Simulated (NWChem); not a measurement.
System: CH$_{4}$BF; SMILES CBF

Here is an NWChem input.

```
start job
memory heap 200 mb stack 900 mb global 1100 mb
geometry units angstroms noautoz
  B     -0.489159    -0.151058    -0.000840
  H     -1.694096    -0.298670     0.001871
  F      0.231306    -1.264272     0.000180
  C      0.201387     1.245156    -0.001555
  H     -0.116637     1.808406     0.893201
  H     -0.159021     1.837011    -0.860420
  H      1.299429     1.200972    -0.026581
end
basis spherical
  B library sto-3g
  H library sto-3g
  F library sto-3g
  C library sto-3g
end
dft
  xc b3lyp
  iterations 150
  mulliken
end
task dft energy
```

Excerpt of the output:

```
             Northwest Computational Chemistry Package (NWChem) 7.3.0
             --------------------------------------------------------

 C1  symmetry detected

                             Geometry "geometry" -> ""
                             -------------------------

 Output coordinates in angstroms (scale by  1.889725989 to convert to a.u.)

  No.       Tag          Charge          X              Y              Z
 ---- ---------------- ---------- -------------- -------------- --------------
    1 B                    5.0000    -0.49658087    -0.14567033    -0.00097740
    2 H                    1.0000    -1.70169417    -0.29184628     0.00111034
    3 F                    9.0000     0.22255550    -1.25974325    -0.00015550
    4 C                    6.0000     0.19562995     1.24971919    -0.00071213
    5 H                    1.0000    -0.12213334     1.81292350     0.89416526
    6 H                    1.0000    -0.16367718     1.84241112    -0.85946123
    7 H                    1.0000     1.29362986     1.20423739    -0.02525505

 Effective nuclear repulsion energy (a.u.)      63.6176056482

                                 NWChem DFT Module
                                 -----------------

 Summary of "ao basis" -> "ao basis" (spherical)
 ------------------------------------------------------------------------------
       Tag                 Description            Shells   Functions and Types
 ---------------- ------------------------------  ------  ---------------------
 B                           sto-3g                  3        5   2s1p
 H                           sto-3g                  1        1   1s
 F                           sto-3g                  3        5   2s1p
 C                           sto-3g                  3        5   2s1p

            General Information
            -------------------
          SCF calculation type: DFT
          Wavefunction type:  closed shell.
          No. of atoms     :     7
          No. of electrons :    24
           Alpha electrons :    12
            Beta electrons :    12
          Charge           :     0
          Spin multiplicity:     1
          Use of symmetry is: off; symmetry adaption is: off
          Maximum number of iterations: 150
          AO basis - number of functions:    19
                     number of shells:    13
          Convergence on energy requested:  1.00D-06
          Convergence on density requested:  1.00D-05
          Convergence on gradient requested:  5.00D-04

              XC Information
              --------------
                         B3LYP Method XC Potential
                     Hartree-Fock (Exact) Exchange  0.200
                        Slater Exchange Functional  0.800 local
                    Becke 1988 Exchange Functional  0.720 non-local
              Lee-Yang-Parr Correlation Functional  0.810
                  VWN I RPA Correlation Functional  0.190 local

             Grid Information
             ----------------
          Grid used for XC integration:  medium
          Radial quadrature: Mura-Knowles
          Angular quadrature: Lebedev.
          Tag              B.-S. Rad. Rad. Pts. Rad. Cut. Ang. Pts.
          ---              ---------- --------- --------- ---------
          B                   0.85       49           7.0       434
          H                   0.35       45           9.0       434
          F                   0.50       49           8.0       434
          C                   0.70       49           7.0       434
          Grid pruning is: on
          Number of quadrature shells:   327
          Spatial weights used:  Erf1

      Superposition of Atomic Density Guess
      -------------------------------------

 Sum of atomic energies:        -161.20378653

      Non-variational initial energy
      ------------------------------

 Total energy =    -161.510306
 1-e energy   =    -350.593561
 2-e energy   =     125.465650
 HOMO         =      -0.202630
 LUMO         =       0.265785

     ---------------------------------------------
      Total Density - Mulliken Population Analysis
     ---------------------------------------------

    Atom       Charge   Shell Charges
 -----------   ------   -------------------------------------------------------
    1 B    5     4.28   1.99  1.02  1.27
    2 H    1     1.15   1.15
    3 F    9     9.43   2.00  1.92  5.52
    4 C    6     6.32   1.99  1.33  3.00
    5 H    1     0.93   0.93
    6 H    1     0.93   0.93
    7 H    1     0.94   0.94

   convergence    iter        energy       DeltaE   RMS-Dens  Diis-err
 ---------------- ----- ----------------- --------- --------- ---------
 d= 0,ls=0.0,diis     1   -162.9396481068 -2.27D+02  8.27D-02  4.13D-01
 d= 0,ls=0.0,diis     2   -162.7938879448  1.46D-01  4.93D-02  1.71D+00
 d= 0,ls=0.0,diis     3   -163.0273753999 -2.33D-01  2.72D-03  1.14D-03
 d= 0,ls=0.0,diis     4   -163.0275746357 -1.99D-04  7.80D-04  1.13D-04
 d= 0,ls=0.0,diis     5   -163.0276014935 -2.69D-05  7.51D-05  1.30D-06
 d= 0,ls=0.0,diis     6   -163.0276016885 -1.95D-07  2.44D-05  2.42D-07
 d= 0,ls=0.0,diis     7   -163.0276017251 -3.66D-08  1.01D-06  3.98D-10

         Total DFT energy =     -163.027601725083
      One electron energy =     -350.486232425720
           Coulomb energy =      145.412544560199
    Exchange-Corr. energy =      -21.571519507805
 Nuclear repulsion energy =       63.617605648243

 Numeric. integr. density =       23.999997943556

                       DFT Final Molecular Orbital Analysis
                       ------------------------------------

 Vector   10  Occ=2.000000D+00  E=-3.185694D-01
              MO Center= -1.6D-01,  1.9D-01, -8.0D-03, r^2= 2.7D+00
   Bfn.  Coefficient  Atom+Function         Bfn.  Coefficient  Atom+Function
  ----- ------------  ---------------      ----- ------------  ---------------
    10      0.477816  3 F  py                15      0.323382  4 C  py
     6     -0.304548  2 H  s                 19     -0.262921  7 H  s
     3      0.229572  1 B  px                14     -0.226268  4 C  px
    18      0.225607  6 H  s                 17      0.210257  5 H  s
     4     -0.195705  1 B  py                 9     -0.180572  3 F  px

 Vector   11  Occ=2.000000D+00  E=-3.028385D-01
              MO Center=  1.3D-01, -7.4D-01,  4.6D-03, r^2= 1.6D+00
   Bfn.  Coefficient  Atom+Function         Bfn.  Coefficient  Atom+Function
  ----- ------------  ---------------      ----- ------------  ---------------
    11      0.845251  3 F  pz                 5      0.285347  1 B  pz
    16     -0.223825  4 C  pz                17     -0.193223  5 H  s
    18      0.185245  6 H  s

 Vector   12  Occ=2.000000D+00  E=-2.111018D-01
              MO Center= -2.0D-01, -5.3D-01, -2.7D-04, r^2= 1.9D+00
   Bfn.  Coefficient  Atom+Function         Bfn.  Coefficient  Atom+Function
  ----- ------------  ---------------      ----- ------------  ---------------
     9      0.650149  3 F  px                10      0.409457  3 F  py
     6      0.387252  2 H  s                 15      0.338916  4 C  py
     3     -0.179744  1 B  px                13     -0.167199  4 C  s
    14      0.160048  4 C  px                 4     -0.115073  1 B  py
    19      0.099235  7 H  s                 17      0.069139  5 H  s

 Vector   13  Occ=0.000000D+00  E= 9.867474D-02
              MO Center= -3.8D-01, -1.9D-01,  1.3D-03, r^2= 1.4D+00
   Bfn.  Coefficient  Atom+Function         Bfn.  Coefficient  Atom+Function
  ----- ------------  ---------------      ----- ------------  ---------------
     5      0.936717  1 B  pz                11     -0.477731  3 F  pz
    17     -0.232596  5 H  s                 18      0.224902  6 H  s

 Vector   14  Occ=0.000000D+00  E= 3.936290D-01
              MO Center=  1.6D-01,  5.3D-01, -1.2D-02, r^2= 2.1D+00
   Bfn.  Coefficient  Atom+Function         Bfn.  Coefficient  Atom+Function
  ----- ------------  ---------------      ----- ------------  ---------------
    19      0.745679  7 H  s                 14     -0.651967  4 C  px
     3     -0.520250  1 B  px                 4      0.484849  1 B  py
    10      0.414189  3 F  py                 8      0.411095  3 F  s
    18     -0.403795  6 H  s                 17     -0.368548  5 H  s
    15      0.267923  4 C  py                 2     -0.262077  1 B  s

 Vector   15  Occ=0.000000D+00  E= 4.368231D-01
              MO Center= -6.3D-01, -6.6D-02, -3.1D-03, r^2= 1.7D+00
   Bfn.  Coefficient  Atom+Function         Bfn.  Coefficient  Atom+Function
  ----- ------------  ---------------      ----- ------------  ---------------
     2      1.337633  1 B  s                  6     -0.857420  2 H  s
    13     -0.605611  4 C  s                 15      0.496918  4 C  py
     8     -0.345727  3 F  s                 10     -0.310051  3 F  py
    19      0.303192  7 H  s                  1     -0.259494  1 B  s
     9      0.228737  3 F  px                 3     -0.116893  1 B  px

     ---------------------------------------------
      Total Density - Mulliken Population Analysis
     ---------------------------------------------

    Atom       Charge   Shell Charges
 -----------   ------   -------------------------------------------------------
    1 B    5     4.72   1.99  0.93  1.80
    2 H    1     1.07   1.07
    3 F    9     9.09   2.00  1.94  5.15
    4 C    6     6.34   1.99  1.22  3.14
    5 H    1     0.92   0.92
    6 H    1     0.92   0.92
    7 H    1     0.93   0.93

     -------------------------------------------
      Total Density - Lowdin Population Analysis
     -------------------------------------------

    Atom       Charge   Shell Charges
 -----------   ------   -------------------------------------------------------
    1 B    5     4.88   1.98  0.93  1.97
    2 H    1     1.08   1.08
    3 F    9     8.98   2.00  1.83  5.15
    4 C    6     6.21   1.98  1.02  3.20
    5 H    1     0.95   0.95
    6 H    1     0.95   0.95
    7 H    1     0.96   0.96

     Multipole analysis of the density
     ---------------------------------

     L   x y z        total         alpha         beta         nuclear
     -   - - -        -----         -----         ----         -------
     0   0 0 0     -0.000000    -12.000000    -12.000000     24.000000

     1   1 0 0      0.120140      0.060070      0.060070      0.000000
     1   0 1 0      0.072308      0.036154      0.036154     -0.000000
     1   0 0 1      0.002794      0.001397      0.001397     -0.000000

     2   2 0 0    -13.216929    -18.248913    -18.248913     23.280896
     2   1 1 0     -0.069486     -1.528889     -1.528889      2.988291
     2   1 0 1      0.002401      0.004439      0.004439     -0.006478
     2   0 2 0    -12.822504    -63.505424    -63.505424    114.188343
     2   0 1 1      0.008055     -0.003061     -0.003061      0.014178
     2   0 0 2    -11.607846     -8.551593     -8.551593      5.495340
```

Level: B3LYP/STO-3G. Structure relaxed at the PBE0/def2-SVP level.
